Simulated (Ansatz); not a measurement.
Several settings on one geometry of the cluster Cs₃ (that of the charge 0 doublet, PBE/def2-TZVP). Ansatz on 4 threads of Arm Neoverse V2 on a shared host; times are rough.

```xyz
3

Cs   -1.121    0.912    3.016
Cs    2.532   -0.436   -0.020
Cs   -1.411   -0.476   -2.996
```

Totals from different functionals, basis sets or treatments of relativity can't be compared as stabilities.

In the def2 sets Cs takes a core potential; there is no spin–orbit coupling.

Problem. Give the basis size and estimate the energy, ⟨S²⟩, dipole and time of these runs.

```json
{"run": "1", "method": "UKS SVWN5/def2-TZVPD", "charge": "0", "state": "doublet", "further keys": "point_charges: [{charge: 0.50, position_ang: [6.287, -0.474, 0.036]}]"}
{"run": "2", "method": "UKS SVWN5/def2-TZVP", "charge": "0", "state": "doublet", "further keys": "pseudopotentials: {relativity: none}; scf: {omitted_lower_state_checks: [starts]}; forces asked"}
{"run": "3", "method": "UKS ωPBEh/def2-TZVPD", "charge": "0", "state": "doublet", "further keys": "scf: {omitted_lower_state_checks: [starts]}; forces asked"}
```

Solution. 
```tsv
run	functions	energy (Eh)	⟨S²⟩	dipole (D)	wall time
1	96	-60.2700	0.76	–	6 s
2	87	-60.2478	0.76	0.73	1.6 s
3	96	-60.4427	0.78	0.44	5.5 s
```
